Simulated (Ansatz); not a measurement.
F3Y (SMILES [F][Y]([F])[F]) moved off its minimum; all values from Ansatz (an electronic-structure program), cores frozen in correlated methods. Elements past Kr take the def2 small-core potentials, without spin–orbit coupling.
(charge 0, multiplicity 1)
```xyz
4

Y     -0.0240     0.0147    -0.0006
F     -1.8155    -1.0844    -0.1362
F     -0.0013     1.8977    -0.9308
F      1.6553    -0.9243     0.8255
```

**Question.** Give the forces (eV/Å), the total energy and the dipole at CCSD(T)/def2-TZVPPD.

**Answer.** 
```tsv
atom	Fx	Fy	Fz
Y1	-0.377	-0.211	-0.276
F2	1.241	0.753	0.127
F3	0.075	-1.158	0.625
F4	-0.940	0.616	-0.477
```
Energy -337.4648 hartree, dipole 0.94 D.
